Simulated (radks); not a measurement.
Ge4-, 36 electrons, occupied as [Kr]. Method: scalar-relativistic Kohn-Sham, PBE, spin-polarised, spherical densities, finite nucleus; Fermi nuclear charge, rms radius 4.0742 fm; Watson sphere of charge +3.21 and radius 5.2 bohr; computed with a radial shooting solver on a logarithmic mesh with Libxc functionals.

Normalised radial functions P(r) = r R(r), r in bohr:

r	3p	3d	4s
0.00281	0.0033	0.0000	0.0323
0.003271	0.0043	0.0000	0.0368
0.003778	0.0057	0.0000	0.0416
0.004398	0.0075	0.0000	0.0473
0.005079	0.0098	0.0001	0.0531
0.005865	0.0128	0.0001	0.0595
0.006828	0.0168	0.0001	0.0667
0.007886	0.0219	0.0002	0.0740
0.009107	0.0284	0.0003	0.0815
0.0106	0.0372	0.0005	0.0895
0.01224	0.0480	0.0007	0.0970
0.01414	0.0617	0.0011	0.1040
0.01646	0.0801	0.0017	0.1104
0.01901	0.1020	0.0026	0.1148
0.02213	0.1307	0.0039	0.1171
0.02556	0.1642	0.0058	0.1161
0.02952	0.2046	0.0085	0.1111
0.03437	0.2554	0.0127	0.1006
0.03969	0.3113	0.0185	0.0846
0.04584	0.3746	0.0268	0.0621
0.05336	0.4476	0.0392	0.0310
0.06163	0.5198	0.0557	-0.0050
0.07117	0.5904	0.0782	-0.0461
0.08285	0.6557	0.1106	-0.0924
0.09569	0.6999	0.1514	-0.1349
0.1114	0.7157	0.2075	-0.1728
0.1286	0.6892	0.2748	-0.1955
0.1486	0.6112	0.3570	-0.1991
0.173	0.4638	0.4602	-0.1762
0.1998	0.2600	0.5715	-0.1262
0.2307	0.0001	0.6922	-0.0501
0.2686	-0.3170	0.8224	0.0510
0.3102	-0.6302	0.9394	0.1537
0.3611	-0.9364	1.0448	0.2503
0.417	-1.1661	1.1162	0.3112
0.4816	-1.3068	1.1503	0.3256
0.5606	-1.3416	1.1405	0.2798
0.6475	-1.2696	1.0880	0.1787
0.7478	-1.1157	0.9992	0.0315
0.8705	-0.8988	0.8760	-0.1539
1.005	-0.6777	0.7426	-0.3345
1.161	-0.4718	0.6042	-0.4970
1.352	-0.2933	0.4635	-0.6279
1.561	-0.1698	0.3438	-0.7009
1.817	-0.0852	0.2374	-0.7197
2.099	-0.0393	0.1577	-0.6861
2.424	-0.0159	0.0984	-0.6131
2.822	-0.0052	0.0554	-0.5105
3.259	-0.0015	0.0297	-0.4060
3.763	-0.0004	0.0146	-0.3079
4.381	-0.0001	0.0063	-0.2193
5.06	0.0000	0.0026	-0.1507
5.843	0.0000	0.0009	-0.0944
6.803	0.0000	0.0003	-0.0505
7.856	0.0000	0.0001	-0.0244
9.146	0.0000	0.0000	-0.0097
10.56	0.0000	0.0000	-0.0035
12.2	0.0000	0.0000	-0.0010
14.2	0.0000	0.0000	-0.0002
16.4	0.0000	0.0000	0.0000

3p: eigenvalue -109.83 eV, 1 radial node at r = 0.231 bohr, <r> = 0.647 bohr, 90 % of the charge inside 0.995 bohr. 3d: eigenvalue -23.507 eV, 0 radial nodes, <r> = 0.737 bohr, 90 % of the charge inside 1.25 bohr. 4s: eigenvalue -6.429 eV, 3 radial nodes at r = 0.0605, 0.249, 0.768 bohr, <r> = 2.29 bohr, 90 % of the charge inside 3.61 bohr.
